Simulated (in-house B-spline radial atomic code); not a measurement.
Kr2+ is squeezed into an impenetrable sphere of radius R (the orbitals vanish at R). Computed with an all-electron radial atomic-structure program (B-spline basis): non-relativistic r2SCAN, spin-polarised, spherical fractional occupations, point nucleus.

Energies in eV above the free ion in [Ar] 3d10 4s2 4p4:

| R (bohr) | highest level (eV) | [Ar] 3d10 4s2 4p4 | [Ar] 3d10 4s1 4p4 4d1 | [Ne] 3s2 3p5 3d10 4s2 4p4 4d1 |
| --- | --- | --- | --- | --- |
| 7.77 | -29.8 | 2.15e-05 | 31.28 | 217.2 |
| 6.59 | -29.8 | 0.001783 | 31.33 | 217.2 |
| 5.5 | -29.8 | 0.03239 | 31.55 | 217.4 |
| 4.1 | -28.9 | 1.103 | 33.99 | 219.4 |
| 3.67 | -27.8 | 3.131 | 37.22 | 222.2 |
| 2.84 | -20.3 | 22.45 | 62.01 | 245.6 |
| 2.59 | -14.7 | 40.48 | 83.22 | 266.7 |
| 2.38 | -7.5 | 66.67 | 113 | 297.1 |
| 1.86 | 32.8 | 240.9 | 300.4 | 497 |
| 1.46 | 127 | 726.4 | 796.9 | 1044 |

Does [Ar] 3d10 4s1 4p4 4d1 fall below [Ar] 3d10 4s2 4p4 under compression?

No, it stays above over the whole range.

Does [Ne] 3s2 3p5 3d10 4s2 4p4 4d1 fall below [Ar] 3d10 4s2 4p4 under compression?

No, it stays above over the whole range.

The highest level is first positive in the row R = 1.86 bohr, pushed up by confinement above the zero of the free ion's potential. Each configuration is held fixed and needn't be the lowest in the sphere.
